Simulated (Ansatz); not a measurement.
Two structures of Si₂H₅Cl₃, singlet, reached by relaxing down either side of one saddle point (PBE0-D4/def2-TZVP). Energies are electronic, without zero-point energy. Computed with Ansatz 0.2.0 (basis: def2-TZVPP and def2-QZVPP); correlated methods freeze the cores. Extrapolation: Hartree–Fock as exp(−7.88 √X), correlation as X^−2.97. First:

```xyz
10
angstrom
Si -1.2026 -1.6443 0.4138
Cl 1.6053 0.4745 1.1561
Cl -0.5179 -1.3460 -1.4911
Cl -2.8719 -2.8213 0.3519
H -1.5805 -0.3389 0.9848
H -0.1657 -2.3515 1.1855
Si 1.2428 1.7832 -0.3941
H 1.8868 3.0718 -0.0517
H 1.8253 1.2201 -1.6312
H -0.2215 1.9523 -0.5241
```

Second:

Si1  (-1.305, -0.549, -0.263)
Cl2  (2.807, -0.635, 1.727)
Cl3  (-1.465, -1.583, -2.025)
Cl4  (-0.645, -1.854, 1.201)
H5  (-2.673, -0.157, 0.147)
H6  (1.670, -1.226, 1.618)
Si7  (0.188, 1.227, -0.548)
H8  (0.409, 1.905, 0.754)
H9  (1.460, 0.705, -1.102)
H10  (-0.446, 2.167, -1.509)
(Å)

Q: Which bonds change from the first to the second?

A: SiH₂Cl₂ ([Cl][SiH2][Cl]) + SiH₃Cl ([SiH3][Cl]) → Si₂H₄Cl₂ ([SiH3][SiH]([Cl])[Cl]) + HCl; bonds formed: Si1–Si7, Cl2–H6; bonds broken: Si1–H6, Cl2–Si7.

Q: Give the saddle point's structure and its height above each. (Judge from chemistry; the value comes from the calculation.)

A: The calculation gives: 273.4 kJ/mol above the first and 179.7 kJ/mol above the second (CCSD(T) at an estimated basis limit (MP2 extrapolated from triple and quadruple zeta, plus CCSD(T) − MP2 in triple zeta)).
```json
{"atom": "Si1", "x (Å)": "-1.0444", "y (Å)": "-0.8011", "z (Å)": "0.0302"}
{"atom": "Cl2", "x (Å)": "2.1594", "y (Å)": "-0.3547", "z (Å)": "1.3040"}
{"atom": "Cl3", "x (Å)": "-1.0762", "y (Å)": "-1.4952", "z (Å)": "-1.8813"}
{"atom": "Cl4", "x (Å)": "-1.0839", "y (Å)": "-2.3712", "z (Å)": "1.3229"}
{"atom": "H5", "x (Å)": "-2.1968", "y (Å)": "0.0740", "z (Å)": "0.3111"}
{"atom": "H6", "x (Å)": "0.6134", "y (Å)": "-0.4387", "z (Å)": "0.6202"}
{"atom": "Si7", "x (Å)": "0.6910", "y (Å)": "1.0454", "z (Å)": "-0.2359"}
{"atom": "H8", "x (Å)": "0.7218", "y (Å)": "2.0833", "z (Å)": "0.8085"}
{"atom": "H9", "x (Å)": "1.7642", "y (Å)": "0.9033", "z (Å)": "-1.2327"}
{"atom": "H10", "x (Å)": "-0.5484", "y (Å)": "1.3548", "z (Å)": "-1.0469"}
```

The search had been set up for a four-centre ligand exchange (forming Si1–Si7, Cl2–H6, breaking Si1–Cl2, H6–Si7); from that guess it ended on this step instead.

The T1 diagnostic stays at or below 0.012.

Labels in which every atom is bracketed show which atoms are joined, not bond orders.

For scale, one of the runs: CCSD(T)/def2-TZVPP, 280 basis functions, launched by `ansatz run in.yaml --threads 8 --pin off --events-out ev --progress --plain --max-ram 19148MiB`. Hardware: 8 CPU threads of an Arm Neoverse V1, shared host. Wall time 2.1 min; peak host memory 6.9 GiB.
